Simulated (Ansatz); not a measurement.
C2H5AlFN, SMILES `N/C=[CH]/[AlH][F]`, 10 atoms. Charge 0, multiplicity 1. All runs use 4 threads of an Arm Neoverse V2 on a shared host. Correlated methods freeze the cores.

**Question.** Give the basis size and wall time and peak host memory of each of these runs in Ansatz. RHF-CCSD(T)/def2-SVP energy; direct RPA on PBE orbitals/def2-TZVPP energy; RKS B2PLYP (frozen core)/def2-TZVPP energy; RHF-CCSD(T)/def2-TZVPP energy; RKS revPBE-D4/def2-TZVPP energy; RKS PBE0-D4/def2-TZVPP energy; RKS ωB97M-V/def2-QZVPP energy; RKS PBE0-D4/def2-TZVP relaxation (11 steps); RKS ωB97X-V/def2-TZVPP energy; RKS PBE0-D4/def2-TZVP frequencies; RKS PBE0-D4/def2-QZVPP energy; RKS ωB97M-V/def2-SVP energy. (Best estimate.)

**Answer.** Ansatz gave: Other jobs shared the machine, so times are rough.

```
                                level                    job  functions  wall time  peak host memory (GiB)
             RKS revPBE-D4/def2-TZVPP                 energy        236      1.7 s                    0.27
               RKS PBE0-D4/def2-TZVPP                 energy        236      2.3 s                     0.5
                 RKS ωB97M-V/def2-SVP                 energy         99      3.3 s                    0.29
                 RHF-CCSD(T)/def2-SVP                 energy         99      3.4 s                    0.41
  RKS B2PLYP (frozen core)/def2-TZVPP                 energy        236      4.3 s                    0.55
direct RPA on PBE orbitals/def2-TZVPP                 energy        236      4.6 s                    0.57
               RKS ωB97X-V/def2-TZVPP                 energy        236        6 s                    0.63
               RKS PBE0-D4/def2-QZVPP                 energy        448      6.5 s                     1.4
               RKS ωB97M-V/def2-QZVPP                 energy        448       16 s                     1.7
                RKS PBE0-D4/def2-TZVP  relaxation (11 steps)        191       30 s                    0.44
               RHF-CCSD(T)/def2-TZVPP                 energy        236      100 s                     4.4
                RKS PBE0-D4/def2-TZVP            frequencies        191      110 s                    0.45
```
